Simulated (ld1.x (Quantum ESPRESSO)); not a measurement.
# Which setting gave this result? (mercury (Hg), TM)

Base potential:

Hg, norm-conserving Troullier–Martins (Kleinman–Bylander form), made with ld1.x (Quantum ESPRESSO) 7.5 (PBE, fully relativistic). Core [Xe] 4f14 5d10, reference 6s1.5 6p0 (charge +0.5). Waves: 6s (bound): rc 1.60 bohr; 6d channel at 0.2 Ry: rc 3.35 bohr; 6p (bound, empty): rc 3.20 bohr. Local part: the p channel. Core correction: a·sin(br)/r model core inside 1.45 bohr.

Open shells are filled in proportion to 2j + 1 (rel_dist='average').

Cutoffs, loose and tight: the cutoffs (Ry, on a coarse ladder) from which the occupation-weighted sum of valence levels, in a spherical-Bessel basis at the reference potential, stays within 10 and 1 mRy of its value at 400 Ry. They do not see the model core or the augmentation charge, which bear on the density cutoff. Test errors are all-electron minus pseudo excitation energies from the reference, over the configurations 6s2 6p0; 6s1 6p0; 6s1 6p1; 6s0 6p2; 6s0 6p1; variants that change the core or the reference have their own tests.

Only the s radius is moved (1 further runs of the sweep failed or gave no value and are left out):

| s radius (bohr) | cutoff, loose | cutoff, tight | bound ghosts | largest test error (meV) |
| --- | --- | --- | --- | --- |
| 1.36 | 120 Ry | 300 Ry | none | -363 |
| 1.46 | 100 Ry | 160 Ry | none | -348 |
| 1.68 | 30 Ry | 80 Ry | none | -304 |
| 1.98 | 15 Ry | 25 Ry | none | -293 |
| 2.34 | 10 Ry | 25 Ry | none | -294 |

**Question.** One more run gave cutoff, loose: 12 Ry; cutoff, tight: 25 Ry; bound ghosts: none; largest test error (meV): -292. Which value of the s radius was used?

**Answer.** 2.22 bohr. The loose cutoff moves one way along this sweep, from 120 Ry at 1.36 to 10 Ry at 2.34 bohr, which places the run between 1.98 and 2.34 bohr.
